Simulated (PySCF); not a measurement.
Electron affinity of Tl by level of theory

Tl⁻ [Xe] 4f14 5d10 6s2 6p2 (3P) → Tl [Xe] 4f14 5d10 6s2 6p1 (2P), as a difference of total energies. Calculation: PySCF 2.14, in aug-cc-pVTZ-PP with ECP60MDF; scalar relativity through the core potential. Correlated levels: valence: 5s2 5p6 5d10 frozen. The calculations carry no spin-orbit coupling.

Problem. Order these methods by the electron affinity they give, lowest first.
A. CCSD (valence)
B. SCS-MP2 (valence)
C. MP2 (valence)
D. CCSD(T) (valence)

Solution. B (0.155 eV), C (0.243 eV), A (0.280 eV), D (0.307 eV).

Spin-orbit coupling is strong in these open shells (close to jj coupling). The scalar numbers leave it out and a first-order estimate fails, so it can dominate the gap to the real levels.

Errors of the correlated levels include the incompleteness of this basis and the frozen core.

A negative affinity means that the anion lies above the atom at that level of theory.

For comparison: 0.320 eV (measured; photodetachment measurements, as compiled on the Wikipedia data page of electron affinities).
